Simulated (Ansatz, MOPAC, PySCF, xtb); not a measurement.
Complex: C2H4 (SMILES C=C) (first 6 atoms) with H4OSi (SMILES O[SiH3]); geometry from B3LYP-D3(BJ)/def2-TZVP, rigid monomers moved along the line of their centres of mass till C2···H9 is 2.76 Å.
(charge 0, multiplicity 1):
```xyz
12

C      0.636     0.577     0.249
C     -0.040    -0.560     0.147
H      0.164     1.491     0.590
H      1.686     0.641    -0.009
H      0.429    -1.473    -0.198
H     -1.092    -0.622     0.401
O      0.624    -0.505     3.761
Si    -0.691     0.233     4.426
H      0.701    -0.465     2.799
H     -0.722     1.687     4.122
H     -0.589     0.034     5.886
H     -1.963    -0.354     3.931
```

Counterpoise-corrected where a basis set is named; no monomer relaxation.

The state reached by PM3 isn't checked.

Programs: Ansatz (Gaussian orbitals); MOPAC for PM3 (differences of heats of formation); PySCF for the dispersion terms; xtb for the GFN methods. 

Q: One of these levels gives -160.1 meV for the interaction energy. Which one is it?
A) GFN1-xTB
B) GFN-FF
C) PM3
D) PBE-D3(BJ)/def2-TZVPPD

A: D, PBE-D3(BJ)/def2-TZVPPD. The others give -103.1 (GFN-FF), -35.5 (PM3), -80.3 (GFN1-xTB)

Ansatz is a quantum-chemistry and plane-wave program.
